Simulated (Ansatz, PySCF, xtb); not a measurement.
Lewis adduct: BH3 (SMILES B) (first 4 atoms) with C2H6S (SMILES CSC); geometry from B3LYP-D3(BJ)/def2-TZVP, rigid monomers moved along the line of their centres of mass till B1···S6 is 2.72 Å.
(charge 0, multiplicity 1):
```xyz
13

B     -0.329     0.603     0.760
H      0.002    -0.221    -0.056
H     -1.495     0.904     0.706
H      0.433     1.529     0.890
C      1.730    -0.908     3.366
S     -0.043    -0.643     3.161
C     -0.319     0.631     4.409
H      1.933    -1.323     4.352
H      2.031    -1.617     2.598
H      2.256     0.033     3.219
H     -0.131     0.228     5.402
H     -1.361     0.932     4.324
H      0.324     1.485     4.202
```

```json
[
 {"level": "GFN1-xTB", "interaction energy (kcal/mol)": "-13.76", "cost": "-"},
 {"level": "GFN2-xTB", "interaction energy (kcal/mol)": "-8.54", "cost": "-"},
 {"level": "HF/aug-cc-pV(D+d)Z", "interaction energy (kcal/mol)": "-11.23", "cost": "-"},
 {"level": "BP86/6-31G* (no counterpoise)", "interaction energy (kcal/mol)": "-18.29", "cost": "-"},
 {"level": "r2SCAN-D4/def2-TZVPPD", "interaction energy (kcal/mol)": "-19.95", "cost": "×2"},
 {"level": "B3LYP/3-21G (no counterpoise)", "interaction energy (kcal/mol)": "-19.13", "cost": "-"},
 {"level": "B3LYP-D3(BJ)/def2-TZVPPD", "interaction energy (kcal/mol)": "-18.56", "cost": "×2"},
 {"level": "B3LYP-D4/def2-TZVPPD", "interaction energy (kcal/mol)": "-18.47", "cost": "×2"},
 {"level": "wB97M-V/def2-TZVPPD", "interaction energy (kcal/mol)": "-17.65", "cost": "×4"},
 {"level": "MP2/6-31G*", "interaction energy (kcal/mol)": "-14.03", "cost": "-"},
 {"level": "MP2/6-31G* (no counterpoise)", "interaction energy (kcal/mol)": "-15.88", "cost": "-"},
 {"level": "MP2/aug-cc-pV(D+d)Z", "interaction energy (kcal/mol)": "-16.26", "cost": "-"},
 {"level": "SCS-MP2/aug-cc-pV(D+d)Z", "interaction energy (kcal/mol)": "-14.91", "cost": "-"},
 {"level": "CCSD(T)/aug-cc-pV(D+d)Z", "interaction energy (kcal/mol)": "-15.98", "cost": "×20"}
]
```

The rows run from -19.95 (r2SCAN-D4/def2-TZVPPD) to -8.54 kcal/mol (GFN2-xTB). In aug-cc-pV(D+d)Z the value moves HF -11.23, MP2 -16.26, CCSD(T) -15.98, a shift of -4.76 from HF to CCSD(T).

Counterpoise-corrected where a basis set is named; no monomer relaxation. Rows marked so take none.

Frozen-core correlation. Rows in 3-21G, 6-31G* carry no dispersion term and start afresh at each structure (6-31G* with six Cartesian d functions). MP2/6-31G* freezes PySCF's default core.

The values were computed with Ansatz (a first-principles code) with Gaussian orbitals; PySCF for 3-21G rows, 6-31G* rows, the dispersion terms; xtb for the GFN methods. Values without a source in brackets are computed.

Costs are rough ratios of core time to PBE/def2-TZVPPD (about 9 s over the structures, on one shared machine); a dash marks a level with no comparable run of its own.
